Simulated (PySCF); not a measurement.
MSn for M along group 14

PBE0 with triple-zeta basis sets in PySCF, for the lowest determinant that a PBE0 search found; no spin–orbit coupling. De refers to high-spin ground-configuration atoms. A positive dipole means M(−)Sn(+).

```csv
M,basis,state (unpaired electrons),Re (Å),ωe (cm⁻¹),De (eV),μ (D)
C,def2-TZVPP,"triplet (σ ↑, π ↑)",2.004,648,3.18,2.56
Si,def2-TZVPP,triplet (π ↑↑),2.511,355,2.76,1.09
Sn,x2c-TZVPPall,triplet (π ↑↑),2.750,197,2.45,n/a
```

The shortest bond is that of SnC (2.004 Å), the longest that of Sn2 (2.750 Å). SnC is bound most strongly (3.18 eV) and Sn2 least (2.45 eV).

The rows differ in basis set, which adds steps of its own.

The state changes along the series, so neighbouring rows are not always alike in their bonding.

Spin–orbit coupling is left out, which matters for elements this heavy, above all for dissociation energies. States were picked by a PBE0 search and need not be the measured ground states.
